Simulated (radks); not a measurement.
Cs3.3+, configuration [Kr] 4d10 5s2 5p(up 3, down 0.7) (fractional occupations, a model configuration). Calculated with a radial shooting solver on a logarithmic mesh with Libxc functionals: scalar-relativistic Kohn-Sham, PBE, spin-polarised, spherical densities, finite nucleus; Fermi nuclear charge, rms radius 4.8041 fm.

Normalised radial functions P(r) = r R(r), r in bohr:

r,4d down,5s up,5p up
0.001211,0.0000,0.0348,0.0008
0.001602,0.0000,0.0439,0.0013
0.00212,0.0000,0.0550,0.0021
0.002805,0.0001,0.0682,0.0034
0.003712,0.0002,0.0833,0.0055
0.004911,0.0003,0.0998,0.0090
0.006447,0.0007,0.1158,0.0143
0.00853,0.0015,0.1299,0.0228
0.01129,0.0032,0.1375,0.0359
0.01493,0.0069,0.1327,0.0551
0.01976,0.0143,0.1082,0.0819
0.02614,0.0291,0.0573,0.1162
0.03459,0.0574,-0.0215,0.1546
0.04577,0.1084,-0.1174,0.1869
0.06056,0.1933,-0.1998,0.1941
0.08012,0.3196,-0.2187,0.1509
0.106,0.4782,-0.1265,0.0394
0.1403,0.6242,0.0732,-0.1236
0.1841,0.6681,0.2737,-0.2607
0.2436,0.5023,0.3125,-0.2665
0.3223,0.0674,0.0706,-0.0651
0.4265,-0.5370,-0.3171,0.2544
0.5643,-1.0508,-0.4909,0.4397
0.7466,-1.2108,-0.1940,0.2691
0.9879,-0.9814,0.4047,-0.2054
1.307,-0.5768,0.8565,-0.6782
1.729,-0.2411,0.8772,-0.8556
2.288,-0.0670,0.5567,-0.6718
3.028,-0.0111,0.2182,-0.3404
4.006,-0.0009,0.0495,-0.1069
5.301,0.0000,0.0056,-0.0182

4d down: eigenvalue -107.54 eV, 1 radial node at r = 0.333 bohr, <r> = 0.832 bohr, 90 % of the charge inside 1.25 bohr. 5s up: eigenvalue -58.447 eV, 4 radial nodes at r = 0.0323, 0.128, 0.340, 0.822 bohr, <r> = 1.66 bohr, 90 % of the charge inside 2.37 bohr. 5p up: eigenvalue -43.827 eV, 3 radial nodes at r = 0.114, 0.342, 0.885 bohr, <r> = 1.89 bohr, 90 % of the charge inside 2.72 bohr.
